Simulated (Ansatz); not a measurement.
`C=CC(C)S` + `CB(N)Cl` → `CNB(C)Cl` + `C=CCS`  (substitution at a C–C bond)

Program: Ansatz. Geometries: PBE0-D4/def2-TZVP. ΔE: electronic, gas phase. CBS: MP2 limit from def2 TZ/QZ plus the TZ coupled-cluster correction, frozen cores. This one scheme is used for every species. Functionals use def2-TZVPP. B3LYP here is the variant with VWN-RPA as its local correlation; programs differ in this. One conformer a species, not always the lowest.

| level | ΔE (kJ/mol) | difference from CCSD(T)/CBS |
| --- | --- | --- |
| PBE-D4 | 38.0 | -4.4 |
| r2SCAN-D4 | 42.0 | -0.4 |
| PBE0-D4 | 39.6 | -2.8 |
| B3LYP-D4 | 36.9 | -5.5 |
| ωB97X-V | 39.3 | -3.1 |
| ωB97M-V | 41.8 | -0.6 |
| B2PLYP | 37.6 | -4.8 |
| PBE | 35.5 | -6.9 |
| r2SCAN | 41.5 | -0.9 |
| PBE0 | 37.5 | -4.9 |
| B3LYP | 32.8 | -9.6 |
| HF/def2-TZVPP | 33.6 | -8.8 |
| MP2/def2-TZVPP | 46.1 | 3.7 |
| SCS-MP2/def2-TZVPP | 41.4 | -1.0 |
| CCSD/def2-TZVPP | 40.1 | -2.3 |
| CCSD(T)/def2-TZVPP | 41.2 | -1.2 |
| HF/def2-QZVPP | 33.2 | -9.2 |
| MP2/def2-QZVPP | 46.6 | 4.2 |
| SCS-MP2/def2-QZVPP | 42.0 | -0.4 |
| HF/CBS(def2) | 33.2 | -9.2 |
| MP2/CBS(def2) | 47.3 | 4.9 |
| CCSD/CBS(def2) | 41.3 | -1.1 |
| CCSD(T)/CBS | 42.4 | 0 |

Largest T1 diagnostic among the species: 0.011.

The D4 term adds +4.1 kJ/mol with B3LYP and +2.1 kJ/mol with PBE0; it sums over pairs of atoms, weighted by their polarisabilities, and B3LYP, whose exchange is more repulsive, gets the larger term. In def2-TZVPP, CCSD(T) changes the Hartree–Fock value by +7.6 kJ/mol (the triples alone add +1.1 kJ/mol) and MP2 by +12.5 kJ/mol.
